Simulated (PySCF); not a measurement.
Si(F)(Cl)2(OMe) (CH₃Cl₂FOSi), SMILES CO[Si](F)(Cl)Cl. The structure is a stationary point at PBE-D3(BJ)/def2-SVP. Other conformers were not sampled.

Computed equilibrium geometry at PBE-D3(BJ)/def2-SVP (PySCF confirms it by a frequency run) as Cartesian coordinates in Å (one conformer of several):
```xyz
9

C     -2.3056    -0.1302    -1.2255
O     -0.9617     0.3393    -1.1766
Si     0.1823    -0.1536    -0.1078
F      0.6678    -1.6704    -0.4236
Cl     1.7839     1.0949    -0.2942
Cl    -0.5500    -0.1543     1.8137
H     -2.7779    -0.1204    -0.2193
H     -2.3553    -1.1623    -1.6339
H     -2.8776     0.5430    -1.8933
```
Charge 0, spin multiplicity 1.
